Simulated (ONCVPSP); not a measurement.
## Pseudopotential generation for Mg (Z = 12): ONCV, PBEsol, scalar-relativistic.

- Element: magnesium
- Generator: ONCVPSP 4.0.1
- Type: optimised norm-conserving Vanderbilt (ONCV)
- Functional: PBEsol
- Relativity: scalar-relativistic
- Frozen core: [He]
- Valence charge: 10
- Reference configuration: 2s2 2p6 (charge +2)
- Partial waves: 2s: rc 0.85 bohr, ncon 5, nbas 10, qcut 12.8 1/bohr, 3 projectors, debl 0.3 Ha; 2p: rc 1.20 bohr, ncon 5, nbas 9, qcut 12.1 1/bohr, 2 projectors, debl 3.7 Ha; d scattering state at 0.03 Ha: rc 0.85 bohr, ncon 4, nbas 8, qcut 10.8 1/bohr, local
- Local potential: the d channel
- Core correction: Teter function, fcfact 4.5, rcfact 1.25

In the s channel the program set the typed energies aside and used -3.662, 0.250, 0.550 Ha.

Poles of the logarithmic derivatives, all-electron (AE) and pseudo (PS). s: poles at -0.3 (AE) and -0.3 (PS) Ha. p: poles at -1.8 (AE) and -1.8 (PS) Ha. d: poles at no energy (AE) and no energy (PS) Ha. Test radii: s 0.86, p 1.22, d 0.86 bohr.

- Cutoffs needed: 64 Ha and 78 Ha (the cutoffs (Ha) at which the residual kinetic energy of the hardest occupied pseudo-wave falls to 1 and 0.1 mHa per electron)
- Ghost test: no bound ghost flagged; GHOST(+) flags only above 600 eV
- Largest excitation error: -0.5 meV (all-electron minus pseudo) for 2s2 2p6 3s2, out of 4 test configurations
- rms error of d²Exc/dni dnj: 2.17 mHa without and 2.48 mHa with the model core
